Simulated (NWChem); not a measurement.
Molecule: GeH2Br2; SMILES [Br][GeH2][Br]

```xyz
5

Ge     0.0000     0.0000    -0.8753
Br    -1.8791     0.0000     0.4513
Br     1.8791     0.0000     0.4513
H      0.0000     1.2906    -1.6996
H      0.0000    -1.2906    -1.6996
```
Atoms are numbered in this order, from 1.

Level: PBE0/def2-SVP (NWChem), optimised geometry, unscaled harmonic frequencies. This build's default masses of Se (78.918 u) and Br (79.917 u) are each other's, which moves their modes by up to 0.6 %.

Question: List the harmonic frequencies with IR intensities, and the thermochemistry.

Answer: 
```
frequency (cm⁻¹)  IR intensity (km/mol)
----------------  ---------------------
98                                  1.1
297                                14.7
327                                56.9
484                                12.1
638                                 0.0
764                               172.2
850                                95.0
2188                               53.3
2203                               76.3
```

```
Item                                                                               Result
-----------------------------------------------------------------------  ----------------
zero-point energy                                                           11.2 kcal/mol
thermal correction to the enthalpy at 298.15 K (with zero-point energy)     14.9 kcal/mol
heat capacity Cv                                                         14.7 cal/(mol K)
entropy at 298.15 K and 1 atm (symmetry number 2)                        77.5 cal/(mol K)
dipole moment                                                                      1.74 D
```

Rigid rotor and harmonic oscillator; modes under 100 cm⁻¹ make the entropy uncertain.
